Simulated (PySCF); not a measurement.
# C₆ coefficients of unlike pairs at PBE0

Calculated with PySCF 2.14 from the dipole response of each species, C₆(A,B) = (3/π) ∫ α_A(iu) α_B(iu) du, in atomic units, from isotropic polarisabilities. For ions this is the dispersion term alone; charge-induced terms of lower order in 1/R come first.

```csv
species,configuration,basis,relativity,α (bohr³),C₆ (like pair)
Ti³⁺,[Ar] 3d1 (2D),aug-cc-pVQZ-DK (9s8p6d4f3g2h),spin-free X2C,2.274,5.858
Ge³⁺,[Ar] 3d10 4s1 (2S),aug-cc-pwCVTZ-PP with ECP10MDF (8s7p6d4f1g),core potential,6.162,14.79
Ga⁺,[Ar] 3d10 4s2 (1S),aug-cc-pVTZ-PP with ECP10MDF (6s5p4d2f),core potential,18.39,91.25
```

Q: Estimate C₆ for Ge³⁺ with Ti³⁺.

A: The integral gives 8.563. The combination rule 2 C_A C_B / (C_A α_B/α_A + C_B α_A/α_B) gives 8.123 and the geometric mean 9.309.

No spin-orbit coupling is included.

The other pairs:

```tsv
pair	C₆
Ga⁺, Ge³⁺	35.66
Ga⁺, Ti³⁺	18.68
```
